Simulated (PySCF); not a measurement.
Two species compared at the same levels of theory.

First species: C5H10F3O2P.
Numbering: `[CH3:1][CH:2]([CH3:3])[P@@:4](=[O:5])([OH:6])[CH2:7][C:8]([F:9])([F:10])[F:11]` (hydrogens: H12, H13, H14 on C1; H15 on C2; H16, H17, H18 on C3; H19 on O6; H20, H21 on C7)

Geometry (GFN2-xTB, Å), atoms numbered from 1 in this order:
```
atom  x, y, z in Å
C1     1.7248    0.7593    0.0135
C2     0.6132    0.2651   -0.8986
C3     1.1475   -0.5322   -2.0824
P4    -0.5405   -0.8715   -0.0136
O5    -1.6248   -1.4538   -0.8037
O6     0.4190   -2.0114    0.6066
C7    -1.1138   -0.0712    1.5664
C8    -1.9472    1.1370    1.2590
F9    -2.4298    1.7185    2.3737
F10   -2.9986    0.8695    0.4876
F11   -1.2392    2.0908    0.6278
H12    1.3415    1.4496    0.7604
H13    2.4770    1.2821   -0.5737
H14    2.2002   -0.0808    0.5151
H15    0.0222    1.1051   -1.2715
H16    1.7401    0.1058   -2.7349
H17    1.7760   -1.3509   -1.7347
H18    0.3197   -0.9463   -2.6559
H19    0.1194   -2.8591    0.2714
H20   -1.7377   -0.8025    2.0844
H21   -0.2779    0.2137    2.2025
```

Second species: C₇H₁₄O₂.
Structure used (GFN2-xTB), in Å, numbered top down from 1:
```xyz
23
C7H14O2 angstrom
C     -2.7274    0.9196   -0.3536
O     -1.5956    0.6771    0.4364
C     -0.9385   -0.5522    0.1752
C     -0.1243   -0.5323   -1.1255
C      0.9728    0.5251   -1.0477
C      1.9109    0.2431    0.1306
O      2.5895   -0.9907   -0.0126
C      1.1103    0.1989    1.4316
C     -0.0053   -0.8384    1.3532
H     -3.1927    1.8207    0.0430
H     -3.4402    0.0868   -0.2927
H     -2.4731    1.0852   -1.4071
H     -1.6977   -1.3520    0.1078
H     -0.7736   -0.3354   -1.9808
H      0.3217   -1.5191   -1.2588
H      1.5417    0.5453   -1.9823
H      0.5198    1.5065   -0.9006
H      2.6548    1.0569    0.1970
H      3.0334   -0.9996   -0.8671
H      1.7830   -0.0481    2.2534
H      0.6764    1.1822    1.6096
H      0.4318   -1.8282    1.2229
H     -0.5825   -0.8245    2.2781
```

Levels: PBE0/pcSseg-1 for HOMO energy, LUMO energy and HOMO–LUMO gap. Geometries: GFN2-xTB. Each species is one conformer at its optimised geometry, gas phase, non-relativistic unless stated; the electronic structure was computed with PySCF and density fitting.

Dipoles, sizes and rotational constants follow the conformer. The torsions of the flexible species, by atom-mapped SMILES:
- `[CH3:1][CH:2]([CH3:3])[P@@:4](=[O:5])([OH:6])[CH2:7][C:8]([F:9])([F:10])[F:11]`: C1–C2–P4–O5 -178°, C2–P4–C7–C8 66°, P4–C7–C8–F9 177°, H–O6–P4–C2 -123°

The conformers of `CO[C@H]1CC[C@H](O)CC1` aren't listed.

Values for the first species:

| Quantity | Value |
| --- | --- |
| HOMO energy | -8.11 eV |
| LUMO energy | 0.81 eV |
| HOMO–LUMO gap | 8.92 eV |

(1) Estimate the same properties for the second species, and the change in each.

Results:

(1) 
```csv
property,first,second,second less first
HOMO energy,-8.11 eV,-7.21 eV,+0.90 eV
LUMO energy,0.81 eV,1.16 eV,+0.35 eV
HOMO–LUMO gap,8.92 eV,8.37 eV,-0.55 eV
```

